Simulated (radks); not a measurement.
Values are calculated unless marked as measured or tabulated.
Neutral germanium inside a hard spherical wall (all orbitals vanish at R), configuration held at [Ar] 3d10 4s2 4p2 and not refilled when levels cross. Code: a radial shooting solver on a logarithmic mesh with Libxc functionals. Model: non-relativistic Kohn-Sham, PBE, spin-polarised, spherical densities, point nucleus; open shells are filled with parallel spins first. Eigenvalues in eV for spin up, with the zero of energy where the potential of the charges vanishes at infinity; a dash marks a level that is unbound or too diffuse for the functional's potential to be trusted. A positive occupied level is held by the wall or, in an anion where self-interaction has pushed it up, behind a barrier. The pressure on the wall is -dE/dV.

R (bohr)  E (hartree)  kinetic (hartree)    e(3p)    e(3d)    e(4s)   e(4p)  e(5s, empty)  e(5p, empty)  pressure (GPa)
free      -2076.66022           2075.316  -114.19  -30.002  -11.904  -4.451             -             -               0
20        -2076.66022           2075.316  -114.19  -30.002  -11.904  -4.451             -             -        < 0.0001
12        -2076.66018           2075.317  -114.18  -29.997  -11.900  -4.447        -0.276         1.060        0.000631
10        -2076.65989           2075.319  -114.15  -29.966  -11.876  -4.423         0.189         1.990         0.00858
7         -2076.65092           2075.379  -113.68  -29.503  -11.539  -4.038         3.154         6.697           0.502
6         -2076.63092           2075.489  -113.02  -28.853  -11.075  -3.450         6.296        11.010            2.23
4         -2076.30505           2076.856  -107.99  -23.936   -6.907   2.141        29.073        38.095            70.0
3.5       -2075.95027           2078.126  -104.74  -20.790   -3.447   6.667        45.428        56.248             194
2.5       -2073.26921           2086.703  -90.551   -6.910   17.976  32.750        129.40        145.03            2220
2         -2067.87626           2103.061  -72.656   11.490   55.534  75.119        249.00        266.33           10700
